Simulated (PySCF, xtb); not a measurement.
H2O2Zn, SMILES [OH][Zn][OH]. The values are those of a single conformer.

Harmonic wavenumbers (cm⁻¹) from GFN2-xTB in xtb 6.7.1 at its own minimum, in rising order: 112, 207, 209, 441, 526, 666, 698, 3674, 3682.

Question: What does PBE0-D3(BJ)/def2-TZVP run with PySCF give at its own minimum? (Estimate from the structure and the level; the computed values follow.)

Answer: 144, 171, 178, 612, 745, 788, 791, 3909, 3910. Paired by order, the mean absolute difference is 130 cm⁻¹ and the zero-point energies are 14.6 and 16.1 kcal/mol.
